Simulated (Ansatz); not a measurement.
Geometry optimisation, RKS B3LYP-D4/def2-mTZVP (Ansatz 0.2.0).

Input:

```yaml
crystal:
  periodic: [false, false, false]
  atoms:
    - { symbol: Si, position_ang: [-0.0208, 1.0937, -0.3186] }
    - { symbol: B, position_ang: [0.5184, -0.6561, 0.1153] }
    - { symbol: Cl, position_ang: [1.7995, -1.4665, -0.9047] }
    - { symbol: Se, position_ang: [-0.2329, -1.6172, 1.6641] }
    - { symbol: H, position_ang: [-0.58469, -0.32922, -0.09738] }
    - { symbol: H, position_ang: [-1.1184, 1.5738, 0.6095] }
    - { symbol: H, position_ang: [1.0967, 2.0661, -0.2382] }
    - { symbol: H, position_ang: [-1.3473, -2.1911, 0.7341] }
basis:
  gaussian: { orbitals: def2-mTZVP }
hamiltonian:
  xc: b3lyp
  dispersion: d4
relax:
  f_tol: 0.02
  max_steps: 50
```

Run as:

```bash
$ ansatz run input.yaml --threads 2 --pin off --max-ram 3072MiB --backend cpu --events-out ev --progress --plain --runs-dir out
```

**Question.** Where does it end, and by what steps?

**Answer.** The forces met the threshold. After 22 steps the energy has fallen by 4.285 eV; H5 moved furthest, 2.14 Å. Parted: B2–H5 (1.17 → 2.88 Å).

| step | energy less start (eV) | largest force component (eV/Å) | accepted |
| --- | --- | --- | --- |
| 0 | 0.0000 | 3.262 | yes |
| 1 | -1.4253 | 2.454 | yes |
| 2 | -2.2596 | 1.528 | yes |
| 3 | -2.7176 | 0.892 | yes |
| 4 | -2.8603 | 0.569 | yes |
| 5 | -2.9820 | 0.547 | yes |
| 6 | -3.0160 | 0.597 | yes |
| 7 | -3.0738 | 0.385 | yes |
| 8 | -3.0944 | 0.396 | yes |
| 9 | -3.1244 | 0.443 | yes |
| 10 | -3.1985 | 0.627 | yes |
| 11 | -3.4480 | 0.835 | yes |
| 12 | -3.7701 | 0.686 | yes |
| 13 | -4.0058 | 0.349 | yes |
| 14 | -4.1306 | 0.383 | yes |
| 15 | -4.2297 | 0.190 | yes |
| 16 | -4.2623 | 0.117 | yes |
| 17 | -4.2738 | 0.141 | yes |
| 18 | -4.2822 | 0.039 | yes |
| 19 | -4.2841 | 0.020 | yes |
| 20 | -4.2844 | 0.081 | yes |
| 21 | -4.2851 | 0.044 | yes |
| 22 | -4.2853 | 0.004 | yes |

```xyz
8
Properties=species:S:1:pos:R:3
Si -0.083 1.098 -0.157
B 0.211 -0.868 0.193
Cl 1.277 -1.793 -0.877
Se -0.683 -1.693 1.686
H -0.692 1.280 -1.500
H -0.981 1.703 0.859
H 1.218 1.813 -0.133
H -0.157 -3.066 1.493
```

Run time: 42 s on 2 threads of Intel(R) Xeon(R) 6975P-C (Granite Rapids), on a shared host, peak memory 0.28 GiB.
